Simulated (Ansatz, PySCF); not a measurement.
Spin states of FNbO (SMILES [O]=[Nb][F]), each relaxed with B3LYP-D3(BJ)/def2-TZVP.
State 1 (charge 0, multiplicity 3):
```xyz
3

Nb     0.338    -0.139     0.471
O      1.116    -0.207    -1.036
F     -1.487     0.394     0.495
```
State 2 (charge 0, multiplicity 1):
```xyz
3

Nb     0.3766    -0.1589     0.5507
O      0.9788    -0.1686    -1.0201
F     -1.3885     0.3748     0.3990
```

Singlets are restricted, other states unrestricted; no spin–orbit coupling, no relativity up to Kr; see below for the cores. The largest T1 diagnostic is 0.068.

Correlated levels freeze the inner cores; with def2 sets outer-core shells near the valence are correlated too. CBS(a, b) extrapolates the correlation energy as X⁻³ and adds the Hartree–Fock energy of set b.

Run with Ansatz (an electronic-structure program); PySCF for the dispersion terms.  In def2 rows elements past Kr take small-core potentials, without spin–orbit coupling.

PBE/def2-TZVPP gives 60.2 kJ/mol for the energy of the multiplicity-1 state less that of the multiplicity-3 state.

**Question.** Predict the shift from PBE, with its sign, for: PBE-D3(BJ)/def2-TZVPP, r2SCAN/def2-TZVPP, PBE0/def2-TZVPP, wB97M-V/def2-TZVPP, B2PLYP/def2-TZVPP, CCSD(T)/CBS(def2-SVP, def2-TZVPP).

**Answer.** PBE-D3(BJ)/def2-TZVPP -0.1; r2SCAN/def2-TZVPP 26.7; PBE0/def2-TZVPP 20.7; wB97M-V/def2-TZVPP -0.5; B2PLYP/def2-TZVPP -4.2; CCSD(T)/CBS(def2-SVP, def2-TZVPP) -16.6 kJ/mol. 2 of 6 lie above PBE; the widest gap is to r2SCAN/def2-TZVPP.

Doubts at one or more of the structures used: a restricted determinant that unrestricted orbitals would lower (B2PLYP/def2-TZVPP, CCSD(T)/CBS(def2-SVP, def2-TZVPP)); T1 above 0.05 (CCSD(T)/CBS(def2-SVP, def2-TZVPP)).
